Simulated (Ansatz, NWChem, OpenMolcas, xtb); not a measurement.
## Ligand exchange: CH3K + H3NO → KNH2 + CH4O

Gas-phase species: CH3K `[CH3][K]`, singlet; H3NO `NO`, singlet; KNH2 `[NH2][K]`, singlet; CH4O (methanol) `CO`, singlet. The partners trade CH3 for NH2: K–CH3 and O–NH2 bonds give way to K–NH2 and O–CH3.

Shapes, held fixed at every level: PBE0-D4/def2-TZVP. Flexible molecules stand in one conformer, not always the lowest. Programs: Ansatz 0.2.0, NWChem 7.3.0, OpenMolcas 26.06, xtb 6.7.1. A level may come from different programs for different species; with the same settings they agree closely. The zero-point and thermal change to 298 K, harmonic and unscaled (PBE0-D4/def2-TZVP), is +1.8 kJ/mol.

```
                             level                    kind  ΔH(298 K) (kJ/mol)  less CCSD(T)/def2-TZVPP
                          GFN1-xTB          semi-empirical              -153.7                    +47.0
                       HF/def2-SVP            Hartree–Fock              -203.5                     -2.8
                  SPW92/def2-TZVPP                     LDA              -188.3                    +12.4
                     PBE0/def2-SVP           global hybrid              -180.7                    +20.0
B3LYP/6-31G* (Cartesian functions)           global hybrid              -152.3                    +48.4
                wB97M-V/def2-TZVPP  range-separated hybrid              -198.1                     +2.6
                      MP2/def2-SVP     perturbation theory              -197.3                     +3.4
                CCSD(T)/def2-TZVPP   coupled cluster or CI              -200.7                      0.0
```

The highest level, CCSD(T)/def2-TZVPP, gives ΔH(298 K) = -200.7 kJ/mol; the levels span -203.5 to -152.3. The column of differences is taken from that level and isn't an error. No measured value is set beside it here. Outer-core shells of K are correlated, in sets that cover them unevenly.
